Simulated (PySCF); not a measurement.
# Electron correlation in In (indium, neutral)

[Kr] 4d10 5s2 6s1, 2S determinant (an excited configuration). Calculation: PySCF 2.14, in x2c-TZVPPall with one added diffuse shell each of s, p, d, f type (9s7p5d3f, 76 functions); scalar relativity by spin-free X2C-1e. Frozen: [Kr] 4d10; 3 electrons correlated.

```json
{"level": "CCSD", "correlation energy (mhartree)": "-39.17"}
{"level": "(T)", "correlation energy (mhartree)": "-0.73"}
{"level": "CCSD(T)", "correlation energy (mhartree)": "-39.90"}
```

Diagnostics: T1 = 0.0098, D1 = 0.0237, largest double amplitude 0.079.

The outer electron is Rydberg-like, and this basis confines it to a smaller radius and binds it less than a complete one would.

Cost of the coupled-cluster step: about 3 core-seconds, for 3 correlated electrons.

Iterations:

```
CC2 = 0
CCSD nocc = (np.int64(2), np.int64(1)), nmo = (53, 53)
frozen orbitals [[0, 1, 2, 3, 4, 5, 6, 7, 8, 9, 10, 11, 12, 13, 14, 15, 16, 17, 18, 19, 20, 21, 22], [0, 1, 2, 3, 4, 5, 6, 7, 8, 9, 10, 11, 12, 13, 14, 15, 16, 17, 18, 19, 20, 21, 22]]
max_cycle = 100
direct = 0
conv_tol = 1e-08
conv_tol_normt = 1e-06
diis_space = 8
diis_start_cycle = 0
Init t2, MP2 energy = -0.0289126541142665
Init E_corr(UCCSD) = -0.0289126541702686
cycle = 1  E_corr(UCCSD) = -0.0354934974742592  dE = -0.0065808433  norm(t1,t2) = 0.0507703
cycle = 2  E_corr(UCCSD) = -0.0377064613564806  dE = -0.00221296388  norm(t1,t2) = 0.0200318
cycle = 3  E_corr(UCCSD) = -0.0391427336574999  dE = -0.0014362723  norm(t1,t2) = 0.00852292
cycle = 4  E_corr(UCCSD) = -0.0391550684859458  dE = -1.23348284e-05  norm(t1,t2) = 0.00132201
cycle = 5  E_corr(UCCSD) = -0.0391719137814536  dE = -1.68452955e-05  norm(t1,t2) = 0.000389397
cycle = 6  E_corr(UCCSD) = -0.0391638902836819  dE = 8.02349777e-06  norm(t1,t2) = 0.000157365
cycle = 7  E_corr(UCCSD) = -0.0391687758637839  dE = -4.8855801e-06  norm(t1,t2) = 4.57888e-05
cycle = 8  E_corr(UCCSD) = -0.0391670436798246  dE = 1.73218396e-06  norm(t1,t2) = 1.8511e-05
cycle = 9  E_corr(UCCSD) = -0.0391670297931671  dE = 1.38866575e-08  norm(t1,t2) = 5.93967e-06
cycle = 10  E_corr(UCCSD) = -0.0391671627579118  dE = -1.32964745e-07  norm(t1,t2) = 1.14856e-05
cycle = 11  E_corr(UCCSD) = -0.0391671748780919  dE = -1.21201801e-08  norm(t1,t2) = 3.07883e-06
cycle = 12  E_corr(UCCSD) = -0.0391671828124083  dE = -7.93431638e-09  norm(t1,t2) = 3.06042e-07
UCCSD converged
E(UCCSD) = -5878.174680624628  E_corr = -0.03916718281240828
UCCSD(T) correction = -0.000726276561820903
```
